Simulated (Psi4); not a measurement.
AuCl, charge -1, doublet, at the geometry of the source list (the multiplicity is a formal guess) (core potentials on Au) (a gas-phase anion, which may not be bound at this level); REVPBE/def2-SVP run with Psi4.

Input for Psi4:
```
memory 2 GB

molecule {
-1 2
Au   -0.68490000   -0.60480000   -0.64320000
Cl    0.68490000    0.60480000    0.64320000
}

set {
  basis def2-svp
  reference uks
  scf_type pk
  puream true
  d_convergence 1e-8
  dft_radial_points 99
  dft_spherical_points 590
}

energy('revpbe')
print_variables()
```

Q: Predict the main parts of the log of this Psi4 run.

A: 
```
   => Loading Basis Set <=

    Name: DEF2-SVP
    Role: ORBITAL
    Keyword: BASIS

    !!!  WARNING: ECP capability is in beta. Please check occupations closely.  !!!

         ---------------------------------------------------------
                                   SCF
               by Justin Turney, Rob Parrish, Andy Simmonett
                          and Daniel G. A. Smith
                              UKS Reference
         ---------------------------------------------------------

  ==> Geometry <==

    Molecular point group: c2v
    Full point group: C_inf_v

    Geometry (in Angstrom), charge = -1, multiplicity = 2:

       Center              X                  Y                   Z               Mass
    ------------   -----------------  -----------------  -----------------  -----------------
         AU           0.000000000000    -0.000000000000    -0.336939568328   196.966568790000
         CL           0.000000000000     0.000000000000     1.897855536374    34.968852682000

  Running in c2v symmetry.

  Rotational constants: A = ************  B =      0.11366  C =      0.11366 [cm^-1]
  Rotational constants: A = ************  B =   3407.49285  C =   3407.49285 [MHz]
  Nuclear repulsion =   76.483181248601468

  Charge       = -1
  Multiplicity = 2
  Electrons    = 37
  Nalpha       = 19
  Nbeta        = 18

  ==> Algorithm <==

  SCF Algorithm Type is PK.
  DIIS enabled.
  MOM disabled.
  Fractional occupation disabled.
  Guess Type is SAD.
  Energy threshold   = 1.00e-06
  Density threshold  = 1.00e-08
  Integral threshold = 1.00e-12

  ==> Primary Basis <==

  Basis Set: DEF2-SVP
    Blend: DEF2-SVP
    Number of shells: 20
    Number of basis functions: 50
    Number of Cartesian functions: 56
    Spherical Harmonics?: true
    Max angular momentum: 3

  Core potential: DEF2-SVP
    Number of shells: 4
    Number of ECP primitives: 14
    Number of ECP core electrons: 60
    Max angular momentum: 3

  ==> DFT Potential <==

   => LibXC <=

    Version 7.1.2
    S. Lehtola, C. Steigemann, M. J. T. Oliveira, and M. A. L. Marques,  SoftwareX 7, 1–5 (2018) (10.1016/j.softx.2017.11.002)

   => Composite Functional: REVPBE <=

    revPBE GGA Exchange-Correlation Functional

    Y. Zhang and W. Yang, Phys. Rev. Lett. 80, 890, 1998

    Deriv               =              1
    GGA                 =           TRUE
    Meta                =          FALSE

    Exchange Hybrid     =          FALSE
    MP2 Hybrid          =          FALSE

   => Exchange Functionals <=

    1.0000   XC_GGA_X_PBE_R

   => Correlation Functionals <=

    1.0000     XC_GGA_C_PBE

   => LibXC Density Thresholds  <==

    XC_GGA_C_PBE:  1.00E-12
    XC_GGA_X_PBE_R:  1.00E-15

   => Molecular Quadrature <=

    Radial Scheme          =       TREUTLER
    Pruning Scheme         =           NONE
    Nuclear Scheme         =       TREUTLER

    Blocking Scheme        =         OCTREE
    BS radius alpha        =              1
    Pruning alpha          =              1
    Radial Points          =             99
    Spherical Points       =            590
    Total Points           =         109035
    Total Blocks           =            950
    Max Points             =            256
    Max Functions          =             49
    Weights Tolerance      =       1.00E-15

  ==> Integral Setup <==

  Using in-core PK algorithm.
   Calculation information:
      Number of atoms:                   2
      Number of AO shells:              20
      Number of primitives:             37
      Number of atomic orbitals:        56
      Number of basis functions:        50

      Integral cutoff                 1.00e-12
      Number of threads:                 1

  Performing in-core PK
  Using 1626900 doubles for integral storage.
  We computed 20844 shell quartets total.
  Whereas there are 22155 unique shell quartets.

  ==> DiskJK: Disk-Based J/K Matrices <==

    J tasked:                  Yes
    K tasked:                   No
[...]
     B2        11      11
   -------------------------
    Total      50      50
   -------------------------

  ==> Iterations <==

                        Total Energy        Delta E     RMS |[F,P]|

   @UKS iter SAD:  -595.41483718975246   -5.95415e+02   0.00000e+00
   @UKS iter   1:  -595.77455193248250   -3.59715e-01   1.22348e-02 ADIIS/DIIS
   @UKS iter   2:  -595.48387420105939    2.90678e-01   2.68066e-02 ADIIS/DIIS
   @UKS iter   3:  -595.85173824520291   -3.67864e-01   2.34472e-03 ADIIS/DIIS
   @UKS iter   4:  -595.85283410152124   -1.09586e-03   1.69759e-03 ADIIS/DIIS
   @UKS iter   5:  -595.85392514305272   -1.09104e-03   5.94383e-04 ADIIS/DIIS
   @UKS iter   6:  -595.85405484791454   -1.29705e-04   1.15266e-04 ADIIS/DIIS
   @UKS iter   7:  -595.85406414546208   -9.29755e-06   2.54227e-05 DIIS
   @UKS iter   8:  -595.85406441157875   -2.66117e-07   6.98447e-06 DIIS
   @UKS iter   9:  -595.85406443460136   -2.30226e-08   1.00093e-06 DIIS
   @UKS iter  10:  -595.85406443518934   -5.87988e-10   6.83295e-08 DIIS
   @UKS iter  11:  -595.85406443519150   -2.16005e-12   1.04306e-08 DIIS
   @UKS iter  12:  -595.85406443519173   -2.27374e-13   1.29162e-09 DIIS
  Energy and wave function converged.

  ==> Post-Iterations <==

   Electrons on quadrature grid:
      Nalpha   =   18.9999999388 ; deviation = -6.118e-08
      Nbeta    =   17.9999999364 ; deviation = -6.362e-08
      Ntotal   =   36.9999998752 ; deviation = -1.248e-07

   @Spin Contamination Metric:   2.129070692E-03
   @S^2 Expected:                7.500000000E-01
   @S^2 Observed:                7.521290707E-01
   @S   Expected:                5.000000000E-01
   @S   Observed:                5.000000000E-01

    Orbital Energies [Eh]
    ---------------------

    Alpha Occupied:

[...]
      10A1     0.049106

    Alpha Virtual:

[...]
      24A1   202.603172

    Beta Occupied:

[...]
    Beta Virtual:

[...]
    Final Occupation by Irrep:
             A1    A2    B1    B2
    DOCC [     9,    1,    4,    4 ]
    SOCC [     1,    0,    0,    0 ]
    NA   [    10,    1,    4,    4 ]
    NB   [     9,    1,    4,    4 ]

  @UKS Final Energy:  -595.85406443519173

   => Energetics <=

    Nuclear Repulsion Energy =             76.4831812486014684
    One-Electron Energy =               -1034.8672121637441705
    Two-Electron Energy =                 403.8257677076775281
    DFT Exchange-Correlation Energy =     -41.2958012277265709
    Empirical Dispersion Energy =           0.0000000000000000
    VV10 Nonlocal Energy =                  0.0000000000000000
    Total Energy =                       -595.8540644351917308

  UHF NO Occupations:
  HONO-2 :    4 B2 1.9997059
  HONO-1 :    4 B1 1.9997059
  HONO-0 :   10 A1 1.0000000
  LUNO+0 :    5 B2 0.0002941
  LUNO+1 :    5 B1 0.0002941
  LUNO+2 :   11 A1 0.0002843
  LUNO+3 :   12 A1 0.0001442

Computation Completed

Properties will be evaluated at   0.000000,   0.000000,   0.000000 [a0]

Properties computed using the SCF density matrix

 Multipole Moments:

 ------------------------------------------------------------------------------------
     Multipole            Electronic (a.u.)      Nuclear  (a.u.)        Total (a.u.)
 ------------------------------------------------------------------------------------

 L = 1.  Multiply by 2.5417464519 to convert [e a0] to [Debye]
 Dipole X            :          0.0000000            0.0000000            0.0000000
 Dipole Y            :          0.0000000            0.0000000            0.0000000
 Dipole Z            :        -49.1924639           48.8715156           -0.3209483
 Magnitude           :                                                    0.3209483

 ------------------------------------------------------------------------------------

  Variable Map:
  ----------------------------------------------------------------------------
[...]
  Array Variable Map:
  ----------------------------------------------------------------------------
[...]
[...]
```
